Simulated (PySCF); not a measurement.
Broadened absorption spectrum of C6H8NPSe

Compound: C6H8NPSe.
SMILES: `C1CP(CC#N)(=[Se])CC=1`

Method: TDDFT wB97X-D/def2-SVPD, vertical, gas phase, core orbitals frozen in the response in PySCF 2.14.0, density-fitted response routines. One conformer (not necessarily the lowest) at the PBE0-D3(BJ)/def2-SVP geometry, without solvent, vibrations or thermal averaging. The wB97X-D/def2-SVPD calculation is non-relativistic and has no spin–orbit coupling, an omission that weighs most on selenium.

Computed states:

| state | E (eV) | f |
| --- | --- | --- |
| S1 | 5.01 | 0.0039 |
| S2 | 5.10 | 0.017 |
| S3 | 5.53 | 0.0031 |
| S4 | 5.69 | 0.011 |
| S5 | 5.82 | 0.0004 |
| S6 | 6.07 | 0.105 |
| S7 | 6.17 | 0.083 |
| S8 | 6.20 | 0.085 |
| S9 | 6.48 | 0.0005 |
| S10 | 6.60 | 0.245 |

Broadening: Gaussians 0.4 eV wide at half height, area fixed by f = 4.319×10⁻⁹ ∫ε dν̃. The cross-section is σ = 3.8235×10⁻²¹ ε cm², given in Mb (10⁻¹⁸ cm²). The width is an assumption, not a result. The curve ends short of the highest state used, and states not computed would add to its high-energy end.

(1) What does the envelope look like, and where are its maxima?

(2) Coming from long wavelengths, where does ε first pass 100 L mol⁻¹ cm⁻¹?

(3) On this curve, what absorbance would a 10⁻⁴ mol/L sample give at 280 nm over a 1 cm path?

Answers

(1) 
| E (eV) | σ (Mb) |
| --- | --- |
| 4.41 | 0.00 |
| 4.45 | 0.01 |
| 4.49 | 0.02 |
| 4.52 | 0.03 |
| 4.56 | 0.06 |
| 4.60 | 0.11 |
| 4.63 | 0.17 |
| 4.67 | 0.31 |
| 4.71 | 0.51 |
| 4.74 | 0.73 |
| 4.78 | 1.12 |
| 4.82 | 1.63 |
| 4.86 | 2.25 |
| 4.89 | 2.77 |
| 4.93 | 3.50 |
| 4.97 | 4.19 |
| 5.00 | 4.63 |
| 5.04 | 5.06 |
| 5.08 | 5.25 |
| 5.11 | 5.22 |
| 5.15 | 4.96 |
| 5.19 | 4.50 |
| 5.23 | 3.94 |
| 5.26 | 3.49 |
| 5.30 | 2.96 |
| 5.34 | 2.57 |
| 5.37 | 2.38 |
| 5.41 | 2.31 |
| 5.45 | 2.43 |
| 5.48 | 2.63 |
| 5.52 | 3.01 |
| 5.56 | 3.50 |
| 5.60 | 4.11 |
| 5.63 | 4.68 |
| 5.67 | 5.71 |
| 5.71 | 7.21 |
| 5.74 | 8.81 |
| 5.78 | 11.81 |
| 5.82 | 16.06 |
| 5.85 | 20.17 |
| 5.89 | 26.91 |
| 5.93 | 34.86 |
| 5.97 | 43.48 |
| 6.00 | 49.94 |

Maxima: 244 nm (5.09 eV), ε about 1400, made up of S1 (17%) and S2 (82%) (ε in L mol⁻¹ cm⁻¹; maxima over ε = 5, shares over 10%). At its high-energy end, 6.00 eV, the curve is still rising (ε about 13000, from S6, S7 and S8).

(2) At about 265 nm (4.69 eV), 0.32 eV below S1.

(3) 280 nm is 4.428 eV, where ε is about 1.2 L mol⁻¹ cm⁻¹, so A = ε c l ≈ 0.00012 (Beer–Lambert, with the gas-phase spectrum and the assumed width).

All these states lie below the vertical ionisation energy of 8.41 eV (ΔSCF).
